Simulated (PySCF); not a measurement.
OSr (SMILES [O]=[Sr]), singlet, geometry from GFN2-xTB (such geometries of metal compounds can be far from the true shape) (core potentials on Sr). Base run: B3LYP/def2-SVP (PySCF).

Input for PySCF:
```python
from pyscf import gto, scf, dft

mol = gto.Mole()
mol.atom = '''
    Sr   -0.000000   -0.000000   -0.347963
    O     0.000000    0.000000    1.652826
'''
mol.basis = 'def2-svp'
mol.ecp = {'Sr': 'def2-svp'}
mol.charge = 0
mol.spin = 0
mol.verbose = 4
mol.build()

mf = dft.RKS(mol)
mf.xc = 'b3lyp'
mf.kernel()
```

Each row names what was changed in the base input (with any setting that the change needs).

```tsv
change	ΔE vs base (mEh)	fitting functions	dipole (D)	outcome
base	0.000	-	8.63	converged
auxbasis = cc-pvdz-jkfit	-	-	-	input refused
auxbasis = autoaux	0.001	308	8.63	converged
only_dfj = on; auxbasis = def2-universal-jfit	-0.071	105	8.63	converged
auxbasis = cc-pvtz-jkfit	-	-	-	input refused
auxbasis = def2-svp-ri	-	-	-	input refused
exchange = seminumerical (SGX) (with mf = sgx.sgx_fit(mf, auxbasis='def2-universal-jfit'); with mf.with_df.dfj = True)	-0.068	105	8.63	converged
auxbasis = def2-universal-jfit	18.246	105	8.65	converged
auxbasis = default (with mf = mf.density_fit())	-0.026	188	8.63	converged
auxbasis = even-tempered beta=1.6	0.005	438	8.63	converged
```

A fitting set is made for a task (jfit for Coulomb, jkfit for Coulomb and exchange, ri for correlation) and for a family of orbital bases.

- auxbasis = cc-pvdz-jkfit: ended with `pyscf.lib.exceptions.BasisNotFoundError: Basis set not found for Sr in cc-pvdz-jkfit`
- auxbasis = cc-pvtz-jkfit: ended with `pyscf.lib.exceptions.BasisNotFoundError: Basis set not found for Sr in cc-pvtz-jkfit`
- auxbasis = def2-svp-ri: ended with `pyscf.lib.exceptions.BasisNotFoundError: Basis set not found for Sr in def2-svp-ri`
